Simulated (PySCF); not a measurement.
pyrimidine-1-oxide (SMILES [O-][n+]1cccnc1)

Molfile (atoms numbered from 1):
```
C4H4N2O
     RDKit          3D

 11 11  0  0  0  0  0  0  0  0999 V2000
    2.5596    0.2775    0.0676 O   0  0  0  0  0  0  0  0  0  0  0  0
    1.3276    0.0961    0.0675 N   0  0  0  0  0  0  0  0  0  0  0  0
    0.4377    1.1346    0.1007 C   0  0  0  0  0  0  0  0  0  0  0  0
   -0.9216    0.8864    0.0992 C   0  0  0  0  0  0  0  0  0  0  0  0
   -1.3597   -0.4349    0.0635 C   0  0  0  0  0  0  0  0  0  0  0  0
   -0.4850   -1.4414    0.0312 N   0  0  0  0  0  0  0  0  0  0  0  0
    0.7933   -1.1783    0.0333 C   0  0  0  0  0  0  0  0  0  0  0  0
    0.9042    2.1193    0.1268 H   0  0  0  0  0  0  0  0  0  0  0  0
   -1.6223    1.7228    0.1259 H   0  0  0  0  0  0  0  0  0  0  0  0
   -2.4229   -0.6899    0.0606 H   0  0  0  0  0  0  0  0  0  0  0  0
    1.5528   -1.9641    0.0078 H   0  0  0  0  0  0  0  0  0  0  0  0
  1  2  1  0
  2  3  1  0
  3  4  2  0
  4  5  1  0
  5  6  2  0
  6  7  1  0
  7  2  2  0
  3  8  1  0
  4  9  1  0
  5 10  1  0
  7 11  1  0
M  CHG  2   1  -1   2   1
M  END
```

The calculation used quadratic response CAM-B3LYP/def2-TZVPD first hyperpolarisability, Taylor convention, gas phase in PySCF 2.14.0. Geometry: PBE0-D3(BJ)/def2-SVP.

(1) Give the tensor of the second harmonic β(−2ω;ω,ω) at 1907 nm in the axes of these coordinates.

Results:

(1) In au, Taylor convention; rows are the first index (the induced dipole):
```csv
,xx,yy,zz,xy,xz,yz
x,+242.7,+11.3,+33.5,+0.1,-0.7,-0.7
y,+1.8,-1.1,-11.2,+14.1,-0.6,+0.6
z,-0.7,+0.6,-1.4,-0.6,+32.8,-11.4
```
Norm of βᵢ = ⅓ Σⱼ (βᵢⱼⱼ + βⱼᵢⱼ + βⱼⱼᵢ): 289.2 au, hyper-Rayleigh value 111.2 au.
